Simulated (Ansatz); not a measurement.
System: CCuO, charge 1, multiplicity 1. 
Geometry from a B3LYP-D3(BJ)/def2-TZVP (Ansatz, a quantum-chemistry and plane-wave program) optimisation:
SMILES: [Cu][C+]=O
```xyz
3

Cu     0.0000     0.0000    -0.8280
C      0.0000     0.0000     1.0785
O      0.0000     0.0000     2.1926
```
Charge +1, spin multiplicity 1.

Basis-set convergence of Hartree-Fock and MP2 correlation energies (hartree) with Ansatz. Cores are frozen in the correlated levels unless marked. Spin-orbit coupling is left out. The frozen core is the preceding noble-gas configuration, with the filled d and f shells of earlier blocks. No relativistic terms.

```tsv
basis	functions	E(HF)	E(corr, MP2)
def2-SVPD	77	-1751.13238	-0.59805
def2-TZVPPD	144	-1751.49160	-0.84186
def2-QZVPPD	229	-1751.53653	-0.89293
```

Extrapolating the two largest sets (X = 3 and 4) as X^-3: E(corr) = (64·(-0.89293) - 27·(-0.84186))/37 = -0.9302 Eh, an estimate of the basis-set limit. The largest set recovers 96.0 % of it, the smallest 64.3 %.
